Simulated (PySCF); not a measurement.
A GIAO shielding run with PySCF (density fitting, non-relativistic, gas phase) on `CC[C@@H](C)N[SiH2]C`, C5H15NSi:

```
$ OMP_NUM_THREADS=1 python probes_run.py task.json out

{"job": {"kind": "nmr", "xc": "PBE0", "basis": "pcSseg-1"}, "charge": 0, "multiplicity": 1}
C     -1.806433    -1.381566    -1.179657
C     -1.983715    -0.425960    -0.006873
C     -0.861277     0.618681     0.048429
C     -1.131020     1.651388     1.145574
N      0.412804    -0.033381     0.237875
Si     1.879998     0.492086    -0.473579
C      3.200733    -0.751821     0.065226
H     -0.828202    -1.852526    -1.130599
H     -1.878592    -0.842279    -2.121266
H     -2.570960    -2.154709    -1.163779
H     -2.944323     0.086374    -0.088840
H     -1.983987    -0.990693     0.929352
H     -0.808824     1.135467    -0.915120
H     -2.061604     2.179984     0.954840
H     -1.202932     1.159947     2.114311
H     -0.317213     2.371638     1.180814
H      0.440152    -0.546878     1.106754
H      1.677125     0.471297    -1.928504
H      2.315059     1.851004    -0.091169
H      2.919213    -1.769342    -0.186452
H      4.139121    -0.537240    -0.434341
H      3.384468    -0.712086     1.134587
```

Hardware: 1 thread of an Arm Neoverse V1, shared host. The job also computes population analyses, field gradients.

Problem. How large is the calculation?

Solution. 66 electrons, 201 basis functions and 1058 auxiliary functions.

Problem. How long does it take, and how much memory does it need?

Solution. 34 s of wall time, with 12 SCF cycles and 4 response iterations; peak memory 0.9 GiB. Times on a shared host scatter by some tens of per cent.
